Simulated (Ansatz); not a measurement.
`F[SiH](F)S` + `NC[O][ZnH]` → `N[SiH](F)S` + `FC[O][ZnH]`  (redistribution)

Program: Ansatz. Geometries: PBE0-D4/def2-TZVP. ΔE: electronic, gas phase. CCSD(T)/CBS is the MP2 limit (def2-TZVPP, def2-QZVPP) plus CCSD(T) − MP2 in def2-TZVPP, frozen cores. DFT in def2-TZVPP. B3LYP here is the variant with VWN-RPA as its local correlation; programs differ in this. For Zn outer-core shells are correlated without core-valence functions, which leaves a few kJ/mol of doubt a bond. Scalar relativity is left out up to krypton. Each species was taken in one conformer, which may not be the lowest.

Is it downhill or uphill in electronic energy at CCSD(T)/CBS, and by how much? (Best estimate.)

Computed: Uphill: ΔE = +56.2 kJ/mol.

What do these levels give: PBE-D4, B3LYP-D4, ωB97M-V, B2PLYP, PBE, PBE0, B3LYP, MP2/def2-TZVPP, CCSD/def2-TZVPP, SCS-MP2/def2-QZVPP, HF/CBS(def2), CCSD/CBS(def2)? (Estimate.)

The calculation gave: PBE-D4 52.3, B3LYP-D4 51.8, ωB97M-V 48.6, B2PLYP 54.6, PBE 52.5, PBE0 50.3, B3LYP 52.1, MP2/def2-TZVPP 59.7, CCSD/def2-TZVPP 53.4, SCS-MP2/def2-QZVPP 58.7, HF/CBS(def2) 45.8, CCSD/CBS(def2) 55.3 kJ/mol.

Largest T1 diagnostic among the species: 0.016.

In def2-TZVPP, CCSD(T) changes the Hartree–Fock value by +11.0 kJ/mol (the triples alone add +0.9 kJ/mol) and MP2 by +16.5 kJ/mol.
